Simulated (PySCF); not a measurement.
Computed shifts of a molecule CH5FOSi2, PBE/pcSseg-1 in PySCF, GIAO, gas phase, atoms alike by connectivity averaged where their shifts nearly agree, in ppm (number of nuclei): ¹⁹F: -204.5 (1). ²⁹Si: 41.3 (1), 32.7 (1). ¹³C: 84.3 (1). ¹H: 6.74 (1), 6.50 (1), 6.42 (1), 5.50 (1), 5.35 (1). References: ¹⁹F against CFCl3 (σ = 133.6 ppm); ²⁹Si against TMS (σ = 335.4 ppm); ¹³C against TMS (σ = 182.0 ppm); ¹⁷O against H2O (σ = 334.3 ppm); ¹H against TMS (σ = 31.49 ppm), references at their B3LYP-D3(BJ)/def2-TZVP geometries, non-relativistic. Geometry: PBE-D3(BJ)/def2-SVP. The values are those of a single conformer.

Question: Pick the molecule that these values belong to.
A. O=C([SiH3])[SiH2]F
B. FC1[SiH2]O[SiH2]1
C. O=C[SiH2][SiH2]F
D. F[Si@H]1CO[SiH2]1

Answer: D, F[Si@H]1CO[SiH2]1
